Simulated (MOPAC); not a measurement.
Input file for MOPAC: AM1 on CH4Be (SMILES [BeH][CH3]), a point of a bond scan (R = 1.095 Å).

```
AM1 1SCF PRECISE CHARGE=0 THREADS=1
CH4Be

Be    -0.93852540 1    -0.49476050 1    -0.13416384 1
H     -2.10724892 1    -1.11087408 1    -0.30123490 1
C      0.53116533 1     0.28001333 1     0.07593101 1
H      1.01548029 1    -0.00621365 1     1.01576467 1
H      0.42177910 1     1.36971531 1     0.09486335 1
H      1.23709912 1     0.04633441 1    -0.72832381 1
```

Program output:

```
*******************************************************************************
 **                                                                           **
 **                              MOPAC v23.2.5                                **
 **                                                                           **
 *******************************************************************************
 ** MOPAC's Digital Object Identifier: https://doi.org/10.5281/zenodo.6511958 **
 **                                                                           **
 ** Please cite the open-source release paper for use of this MOPAC version:  **
 ** J. E. Moussa and J. J. P. Stewart (2026)                                  **
 ** MOPAC: An open-source semiempirical molecular orbital program             **
 ** J. Open Source Softw., 11(119), 8025, https://doi.org/10.21105/joss.08025 **
 *******************************************************************************

                              AM1 CALCULATION RESULTS

 *******************************************************************************
 *  AM1        - The AM1 Hamiltonian to be used
 *
 *
 *
 *                 CHARGE ON SYSTEM = 0
 *
 *
 *
 *  PRECISE    - TIGHTER CRITERIA TO BE USED
 *  1SCF       - DO 1 SCF AND THEN STOP
 *  THREADS=1  - MULTI-THREADING NOT USED
 *  T=         - A TIME OF 172800.0 SECONDS REQUESTED
 *  DUMP=N     - RESTART FILE WRITTEN EVERY 7200.0 SECONDS REQUESTED
 *******************************************************************************
AM1 1SCF PRECISE CHARGE=0 THREADS=1
 CH4Be

   ATOM   CHEMICAL          X               Y               Z
  NUMBER   SYMBOL      (ANGSTROMS)     (ANGSTROMS)     (ANGSTROMS)

     1      Be         -0.93852540  *  -0.49476050  *  -0.13416384  *
     2       H         -2.10724892  *  -1.11087408  *  -0.30123490  *
     3       C          0.53116533  *   0.28001333  *   0.07593101  *
     4       H          1.01548029  *  -0.00621365  *   1.01576467  *
     5       H          0.42177910  *   1.36971531  *   0.09486335  *
     6       H          1.23709912  *   0.04633441  *  -0.72832381  *



          CARTESIAN COORDINATES

    NO.       ATOM           X           Y           Z

     1        Be         -0.9385     -0.4948     -0.1342
     2         H         -2.1072     -1.1109     -0.3012
     3         C          0.5312      0.2800      0.0759
     4         H          1.0155     -0.0062      1.0158
     5         H          0.4218      1.3697      0.0949
     6         H          1.2371      0.0463     -0.7283

  H: (AM1): M.J.S. DEWAR ET AL, J. AM. CHEM. SOC. 107 3902-3909 (1985)
 Be: (AM1): J. J. P. STEWART, J. MOL. MOD., 10, 155-164 (2004)
  C: (AM1): M.J.S. DEWAR ET AL, J. AM. CHEM. SOC. 107 3902-3909 (1985)

           Empirical Formula: C H4 Be  =     6 atoms



      MOLECULAR POINT GROUP   :   C3v


      RHF CALCULATION, NO. OF DOUBLY OCCUPIED LEVELS = 5


 -------------------------------------------------------------------------------
 AM1 1SCF PRECISE CHARGE=0 THREADS=1
 CH4Be



     1SCF WAS SPECIFIED, SO BFGS WAS NOT USED
     SCF FIELD WAS ACHIEVED


                              AM1 CALCULATION
                                                       MOPAC v23.2.5 Linux




          FINAL HEAT OF FORMATION =         25.97761 KCAL/MOL =     108.69033 KJ/MOL


          COSMO AREA              =         81.62 SQUARE ANGSTROMS
          COSMO VOLUME            =         64.88 CUBIC ANGSTROMS

          IONIZATION POTENTIAL    =         10.515453 EV
          HOMO LUMO ENERGIES (EV) =        -10.515  2.281
          NO. OF FILLED LEVELS    =          5
          MOLECULAR WEIGHT        =         25.0548         POINT GROUP:  C3v

          MOLECULAR DIMENSIONS (Angstroms)

            Atom       Atom       Distance
            H     5    H     2     3.56458
            H     4    H     6     1.75890
            H     2    H     4     1.46013


          SCF CALCULATIONS        =          1





   ATOM   CHEMICAL          X               Y               Z
  NUMBER   SYMBOL      (ANGSTROMS)     (ANGSTROMS)     (ANGSTROMS)

     1      Be         -0.93852540  *  -0.49476050  *  -0.13416384  *
     2       H         -2.10724892  *  -1.11087408  *  -0.30123490  *
     3       C          0.53116533  *   0.28001333  *   0.07593101  *
     4       H          1.01548029  *  -0.00621365  *   1.01576467  *
     5       H          0.42177910  *   1.36971531  *   0.09486335  *
     6       H          1.23709912  *   0.04633441  *  -0.72832381  *

                             CARTESIAN COORDINATES

   1   Be       -0.938525400    -0.494760500    -0.134163840
   2    H       -2.107248920    -1.110874080    -0.301234900
   3    C        0.531165330     0.280013330     0.075931010
   4    H        1.015480290    -0.006213650     1.015764670
   5    H        0.421779100     1.369715310     0.094863350
   6    H        1.237099120     0.046334410    -0.728323810


           Empirical Formula: C H4 Be  =     6 atoms



      MOLECULAR POINT GROUP   :   C3v


                  EIGENVALUES
 -29.37401 -13.10872 -13.10872 -12.93519 -10.51545   2.28109   2.47543   4.44407
   4.44407   5.35074   5.35074   5.72051


              NET ATOMIC CHARGES AND DIPOLE CONTRIBUTIONS

  ATOM NO.   TYPE          CHARGE      No. of ELECS.   s-Pop       p-Pop
    1         Be           0.170113        1.8299     0.82373     1.00616
    2          H           0.023839        0.9762     0.97616
    3          C          -0.431777        4.4318     1.17057     3.26121
    4          H           0.079275        0.9207     0.92073
    5          H           0.079275        0.9207     0.92073
    6          H           0.079275        0.9207     0.92073
 DIPOLE           X         Y         Z       TOTAL
 POINT-CHG.    -1.091    -0.575    -0.156     1.244
 HYBRID         1.388     0.732     0.198     1.582
 SUM            0.297     0.156     0.042     0.338


          ATOMIC ORBITAL ELECTRON POPULATIONS

     Atom    s        px        py        pz
    1 Be   0.82373   0.73120   0.22731   0.04765
    2  H   0.97616
    3  C   1.17057   1.17916   1.06192   1.02012
    4  H   0.92073
    5  H   0.92073
    6  H   0.92073

 **********************
 *                    *
 * JOB ENDED NORMALLY *
 *                    *
 **********************




 == MOPAC DONE ==
```

The run finished.

Cost: very roughly 0.03 core-seconds.
